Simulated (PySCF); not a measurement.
CH3FSZn, SMILES C[S][Zn][F]. Coordinates come from a PBE-D3(BJ)/def2-SVP optimisation. The structure was generated by enumeration; whether it is a known compound was not checked. Other conformers were not sampled.

### Question
Give the equilibrium geometry at PBE-D3(BJ)/def2-SVP (PySCF confirms it by a frequency run) as bond lengths and angles, and its point group. (The exact figures need the calculation; the answer reports its results.)

### Answer
This is not unique; one that fits is point group Cs.
Atoms: Zn1 F2 S3 C4 H5 H6 H7. Bond lengths (Å): Zn1–F2 1.754, Zn1–S3 2.165, S3–C4 1.845, C4–H5 1.107, C4–H6 1.107, C4–H7 1.107. Bond angles (°): F2–Zn1–S3 179.5, Zn1–S3–C4 100.0, S3–C4–H5 112.3, S3–C4–H6 105.9, S3–C4–H7 112.3, H5–C4–H6 108.1, H5–C4–H7 109.8, H6–C4–H7 108.1.
